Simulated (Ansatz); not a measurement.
Stepwise reaction of `Cl[Si](Cl)(I)I` with hydrogen, as a gas-phase model of exchange steps in deposition or etching. ΔE in kJ/mol; ΔG adds harmonic PBE0-D4 terms to CCSD(T)/CBS, at 1 bar.

Gas-phase electronic energies from Ansatz, PBE0-D4/def2-TZVP geometries. CBS: MP2 limit from def2 TZ/QZ plus the TZ coupled-cluster correction, frozen cores. This one scheme is used for every species. DFT in def2-TZVPP. B3LYP here is the variant with VWN-RPA as its local correlation; programs differ in this. Elements past krypton have def2 core potentials. For I outer-core shells are correlated without core-valence functions, which leaves a few kJ/mol of doubt a bond.

```json
{"step": "2", "reaction": "`Cl[SiH](Cl)I` + H₂ → `Cl[SiH2]Cl` + HI", "PBE-D4": "67.0", "B3LYP-D4": "59.5", "ωB97M-V": "58.8", "CCSD(T)/CBS": "64.3", "ΔG(600 K)": "57.5"}
```

Q: Give the row of step 1, `Cl[Si](Cl)(I)I` + H₂ → `Cl[SiH](Cl)I` + HI. (An estimate is asked.)

A: Ansatz gave: 
| step | reaction | PBE-D4 | B3LYP-D4 | ωB97M-V | CCSD(T)/CBS | ΔG(600 K) |
| --- | --- | --- | --- | --- | --- | --- |
| 1 | `Cl[Si](Cl)(I)I` + H₂ → `Cl[SiH](Cl)I` + HI | 62.7 | 56.1 | 53.3 | 60.4 | 46.0 |

Q: By hand: ΔE of the 2 steps together at CCSD(T)/CBS.

A: (60.4) + (64.3) = 124.7 kJ/mol, or 62.3 kJ/mol a step.

In ΔE the steps differ by no more than 3.9 kJ/mol. All are uphill at CCSD(T)/CBS. ΔG lies between 46.0 and 57.5 kJ/mol a step. PBE-D4 differs from CCSD(T)/CBS by 2.3 to 2.7 kJ/mol a step. Isolated molecules leave out the surface, adducts and barriers. Largest T1 diagnostic: 0.008.
